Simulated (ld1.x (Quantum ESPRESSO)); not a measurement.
## Configuration tests for chromium (Cr) (ultrasoft)

chromium, ultrasoft, made with ld1.x (Quantum ESPRESSO) 7.5 (PBE, scalar-relativistic). Core [Ar], reference 3d5 4s0.75 4p0.25. Waves: 4s (bound): rcut 2.25, rcutus 2.60 bohr; 4s channel at 2.25 Ry: rcut 2.25, rcutus 2.60 bohr; 4p (bound): rcut 2.70, rcutus 3.10 bohr; 4p channel at 0.55 Ry: rcut 2.70, rcutus 3.10 bohr; 3d (bound): rcut 1.55, rcutus 2.15 bohr; 3d channel at 1.25 Ry: rcut 1.55, rcutus 2.15 bohr. Local part: all-electron potential smoothed inside 1.75 bohr (lloc = -1). Core correction: a·sin(br)/r model core, default radius (core density twice the valence density). Augmentation charge: PSQ, radius 1.60 bohr.

Energies are relative to the spin-unpolarised reference configuration 3d5 4s0.75 4p0.25; without spin polarisation the order of configurations can differ from experiment. Not all tests gave a result: 2 of 7 tests not solved or not reliable. Left out of the table: 3d2 4s0 4p0 (solver errors, printed error -57.2 eV); 3d3 4s0 4p0 (solver errors, printed error -104 eV).

| valence configuration | charge | ΔE all-electron (eV) | error AE − PS (meV) |
| --- | --- | --- | --- |
| 3d5 4s1 4p0 | 0 | -0.760 | +0.1 |
| 3d5 4s0 4p0 | +1 | 6.141 | -2.8 |
| 3d4 4s0 4p0 | +2 | 22.194 | -72 |
| 3d5.5 4s0.5 4p0 | 0 | -0.034 | -4.4 |
| 3d4 4s1 4p0 | +1 | 7.227 | -32 |

Levels in the configuration 3d4 4s0 4p0:

```
level  all-electron (eV)  pseudo (eV)
   3d            -22.856      -23.019
```
